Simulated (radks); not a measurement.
Q: All-electron atom: Zr2+ in [Ar] 3d10 4s2 4p4 4d2 5p2 (not the ground configuration). Calculated with a radial shooting solver on a logarithmic mesh with Libxc functionals: Dirac Kohn-Sham, BLYP, spin-unpolarised, spherical densities, finite nucleus; open shells fill j = l - 1/2 first; Fermi nuclear charge, rms radius 4.2694 fm. Some entries of the table are withheld. Estimate them.

orbital  occ.  eigenvalue (hartree)  <r^2> (bohr^2)
1s1/2       2             -656.0754        0.001852
2s1/2       2             -91.87560         0.03111
2p1/2       2                   (1)         0.02359
2p3/2       4                   (2)         0.02497
3s1/2       2             -15.98870          0.2408
3p1/2       2             -13.13697             (3)
3p3/2       4             -12.63349             (4)
3d3/2       4              -7.60072             (5)
3d5/2       6              -7.50861             (6)
4s1/2       2              -3.00299           1.576
4p1/2       2              -2.20679           1.893
4p3/2       2              -2.13376           1.971
4d3/2       2                   (7)           3.495
4d5/2       0                   (8)           3.539
5p1/2       2              -0.56708           12.42
5p3/2       0              -0.55548           12.84

A: 
(1) 2p1/2 eigenvalue (hartree): -84.21780
(2) 2p3/2 eigenvalue (hartree): -81.05964
(3) 3p1/2 <r^2> (bohr^2): 0.2412
(4) 3p3/2 <r^2> (bohr^2): 0.2522
(5) 3d3/2 <r^2> (bohr^2): 0.2445
(6) 3d5/2 <r^2> (bohr^2): 0.2482
(7) 4d3/2 eigenvalue (hartree): -0.96622
(8) 4d5/2 eigenvalue (hartree): -0.95809
